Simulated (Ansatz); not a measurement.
Ideal-gas functions of Cl2H2NSn, SMILES `[NH2][Sn]([Cl])[Cl]` radical at 800 K and 1 bar, from an Ansatz frequency run at PBE0-D4/def2-TZVP.

Molar mass 205.64 g/mol, point group Cs (symmetry number 1), electronic degeneracy 2, moments of inertia 166.851, 290.576, 390.381 u Å². Harmonic wavenumbers (cm⁻¹, unscaled): 95, 100, 142, 218, 346, 358, 519, 629, 799, 1550, 3513, 3619.

Use S(trans) = R[1.5 ln M + 2.5 ln T − 1.1517]; rotational temperatures θ = 24.2544 K / I; S(rot) = R[ln(√π/σ · √(T³/θAθBθC)) + 1.5]; for each mode x = 1.438777 ν̃/T, S = R[x/(eˣ − 1) − ln(1 − e⁻ˣ)] and H = RT x/(eˣ − 1); 1 cm⁻¹ = 0.0119627 kJ/mol; R = 8.31446 J/(mol·K).

Q: By hand: the entropy, in J/(mol·K).

A: Translation 195.8. Rotation: θ = 0.1454, 0.0835, 0.0621 K, giving 130.5. Vibration, mode by mode: 23.02, 22.59, 19.69, 16.15, 12.39, 12.12, 9.18, 7.72, 5.98, 2.05, 0.11, 0.09, in all 131.1. Electronic 5.8. Sum 463.2 J/(mol·K).

Q: By hand: H − E and G − E in kJ/mol, counted from the electronic energy.

A: Zero-point energy ½ × 11888 × 0.0119627 = 71.1; thermal vibration 44.9; translation, rotation and pV give 4 RT = 26.6. H − E = 142.6 kJ/mol, and G − E = 142.6 − 800 × 463.2/1000 = -228.0 kJ/mol.

Vibration gives 28 % of the entropy, 65.3 J/(mol·K) of it from the modes under 150 cm⁻¹: soft modes count most, and the harmonic formula is weakest for them. The sum counts one conformer and one mirror image; others add a mixing term.
